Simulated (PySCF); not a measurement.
V¹¹⁺ (vanadium, charge +11): Hartree-Fock from Schrödinger to Dirac-Coulomb-Breit

Occupied: 1s1/2, 2s1/2, 2p1/2, 2p3/2, 3s1/2. Hartree-Fock calculated with PySCF 2.14 in an uncontracted even-tempered set (18 s from 0.32 bohr⁻², ratio 2.7; 13 p from 0.38 bohr⁻², ratio 2.7), Gaussian nucleus throughout. NR is non-relativistic, sf-X2C the spin-free one-electron X2C Hamiltonian, X2C adds the bare one-electron spin-orbit term, X2C-SNSO screens it by Boettger's factors, DC is four-component Dirac-Coulomb, and the Gaunt and Breit terms are added at first order (total energies over the DC spinors, levels after relaxing the spinors in that mean field). QED terms are absent. Levels marked empty are virtual spinors of this ion; the basis has s and p functions only, so 3d, which can lie below the n = 4 levels, is absent.

| Hamiltonian | E (hartree) |
| --- | --- |
| NR | -895.4195 |
| sf-X2C | -900.6463 |
| X2C | -900.6563 |
| X2C-SNSO | -900.6547 |
| DC | -900.7668 |
| DC+Gaunt | -900.4440 |
| DC+Breit | -900.4699 |

```
   level (eV)       NR   sf-X2C      X2C  X2C-SNSO       DC  DC+Gaunt  DC+Breit
        1s1/2  -5776.1  -5813.8  -5813.8   -5813.8  -5816.0   -5810.7   -5811.0
        2s1/2  -926.79  -934.93  -934.92   -934.92  -935.11   -934.74   -934.76
        2p1/2  -822.85  -824.22  -829.74   -829.25  -829.27   -828.60   -828.67
        2p3/2  -822.85  -824.22  -821.52   -821.75  -821.87   -821.41   -821.48
        3s1/2  -303.81  -305.62  -305.62   -305.62  -305.65   -305.57   -305.58
3p1/2 (empty)  -253.23  -253.63  -254.57   -254.49  -254.49   -254.37   -254.39
3p3/2 (empty)  -253.23  -253.63  -253.17   -253.21  -253.23   -253.15   -253.17
4s1/2 (empty)  -137.05  -137.65  -137.65   -137.65  -137.66   -137.64   -137.64
```

Question: How large are the two-electron picture-change error of X2C and the Breit correction in the total energy?

Answer: X2C-1e lies 0.1105 hartree above Dirac-Coulomb; Gaunt adds 0.3228 and the full Breit term 0.2969 hartree.

```json
{"interval (eV)": "2p3/2 − 2p1/2", "X2C": "8.219", "X2C-SNSO": "7.498", "DC": "7.405", "DC+Gaunt": "7.191", "DC+Breit": "7.191"}
{"interval (eV)": "3p3/2 − 3p1/2", "X2C": "1.396", "X2C-SNSO": "1.273", "DC": "1.258", "DC+Gaunt": "1.218", "DC+Breit": "1.218"}
```

Weight of the small component: 1s1/2 0.00681, 2s1/2 0.00125, 2p1/2 0.00120, 2p3/2 0.00119, 3s1/2 0.000349, 3p1/2 0.000317, 3p3/2 0.000315, 4s1/2 0.000144.

Koopmans' value for the highest occupied level at DC+Breit: 305.58 eV, against an ionisation energy of 308.5 ± 0.3 eV (semi-empirical (NIST evaluation); NIST Atomic Spectra Database, ionization energies); the former lacks relaxation, correlation, QED and recoil.

The whole ladder took 56 s of wall time on 1 thread of Intel(R) Xeon(R) 6975P-C (shared host), launched as `OMP_NUM_THREADS=1 python relrun2.py TASK.json OUT` (a driver that calls PySCF for each Hamiltonian).
